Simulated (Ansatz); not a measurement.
A structure relaxed at PBE0-D4/def2-TZVP, charge 0, multiplicity 1:

```xyz
9

C    -1.076   -0.637   -0.089
B     0.266    0.008   -0.527
F     0.713   -0.100   -1.763
C     1.204    0.838    0.495
O     2.220    1.386    0.143
H    -1.641   -1.078   -0.910
H    -1.706    0.093    0.433
H    -0.873   -1.419    0.653
H     0.892    0.909    1.565
```

**Question.** Give its formula and SMILES.

**Answer.** C2H4BFO, `CB(F)C=O`.

**Question.** Summarise the bond lengths by kind.

**Answer.** 2 × B–C 1.552 to 1.617 Å; 4 × C–H 1.090 to 1.117 Å; 1 × B–F 1.319 Å; 1 × C–O 1.207 Å.

All numbers were calculated with Ansatz.
